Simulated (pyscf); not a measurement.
This saddle point was located with ωB97X-D3(BJ)/def2-SVP in PySCF.

```xyz
5

C      0.5007    -0.7025    -0.3327
C      0.6948     0.0398    -1.5122
N     -0.3681     0.5340    -0.8552
H     -0.6885    -0.0425     0.0729
H      1.0768    -0.7871     0.5973
```
Charge 0, spin multiplicity 2.

Surface: doublet, charge 0. Lowest wavenumbers (cm⁻¹): 965i, 732, 780, 868, 900.

Q: Name the species on either side of this saddle.

A: cyclic C₂H₂N (SMILES [C]1=CN1) [doublet] ⇌ cyclic C₂H₂N (SMILES [C]1=NC1) [doublet], a hydrogen shift read from left to right: H–N broken and C–H formed. At CCSD(T)/def2-TZVPP + ΔMP2(QZVPP) it lies +32.5 kcal/mol from the left side and +60.6 kcal/mol from the right (each side as separated species at their lowest minima found). cyclic C₂H₂N (SMILES [C]1=CN1) [doublet] lies 75.7 kcal/mol over its isomer •H₂C–C≡N (electronic energy, ωB97M-D3(BJ)). cyclic C₂H₂N (SMILES [C]1=NC1) [doublet] lies 50.1 kcal/mol over its isomer •H₂C–C≡N (electronic energy, ωB97M-D3(BJ)). One saddle was located; it need not be the lowest between these sides. The CCSD(T) − MP2 part came from Ansatz, without density fitting, on the same reference.
